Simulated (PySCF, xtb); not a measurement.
B(H)(OMe)(SH) (CH5BOS), SMILES B(S)OC.

The structure is a stationary point at B3LYP-D3(BJ)/def2-SVP. One conformer was computed; it need not be the lowest.

These are PySCF with IEF-PCM-PBE0/def2-SVP values and carry that method's errors.

The values are the electrostatic part of the solvation free energy, E(continuum) − E(gas) at the gas-phase geometry, in a cavity of scaled van der Waals radii (PySCF's table); cavitation and dispersion terms are not included. In vacuum the orbital gap is 7.86 eV. The dipole moment in vacuum is 0.76 D.

Computed values in water (ε = 78.36), ethylethanoate (ε = 5.99), acetonitrile (ε = 35.69):
```
solvent             ε  ΔG(elec) (kcal/mol)  dipole (D)  gap (eV)
--------------  -----  -------------------  ----------  --------
water           78.36                 -3.3        0.85      7.85
ethylethanoate   5.99                 -2.5        0.84      7.85
acetonitrile    35.69                 -3.2        0.85      7.85
```

For comparison, GFN2-xTB/ALPB(water) (xtb, at the GFN2-xTB geometry, all terms of that model) gives -1.5 kcal/mol.
